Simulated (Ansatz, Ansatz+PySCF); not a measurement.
```xyz
2

Ni    0.0000    0.0000    0.0000
F     0.0000    0.0000    1.8086
```

Basis set: def2-SVP (spherical functions). Correlated methods keep 6 orbitals frozen. Correlation on ROHF uses semicanonical orbitals with singles. Charge 0, multiplicity 2.

Computed with Ansatz (development build ahead of 0.2.0); each method stands on the lowest determinant of its kind that the runs found. Restricted functionals stand beside restricted open-shell atoms, which can lie above the unrestricted atoms usual in DFT and then raise those values.

The atomization energy at this shape (free ground-state atoms in the same class of orbitals less the molecule, no zero-point energy) of doublet NiF:

| method | atomization energy |
| --- | --- |
| ωB97X (unrestricted) | 97.09 kcal/mol |
| ωB97X (restricted open-shell) | 96.49 kcal/mol |
| r²SCAN (unrestricted) | 101.58 kcal/mol |
| r²SCAN (restricted open-shell) | 96.95 kcal/mol |
| PBE0 (unrestricted) | 93.39 kcal/mol |
| PBE (unrestricted) | 106.70 kcal/mol |
| PBE (restricted open-shell) | 106.03 kcal/mol |
| ROHF-MP2 | 87.74 kcal/mol |
| UHF-MP2 | 83.33 kcal/mol |
| UHF | 53.12 kcal/mol |
| ROHF | 12.97 kcal/mol |

(1) What does PBE0 (restricted open-shell) give?

## Answers

(1) 89.99 kcal/mol. Caution: another spin multiplicity may lie lower. Caution for ωB97X (unrestricted), r²SCAN (unrestricted), PBE0 (unrestricted), PBE (unrestricted): the unrestricted determinant is spin contaminated. Caution for ROHF-MP2, ROHF: an unrestricted determinant lies well below. Caution for UHF-MP2, UHF: the unrestricted determinant is a mixture of spin states. Caution for UHF, ROHF: the determinant may break the point group.
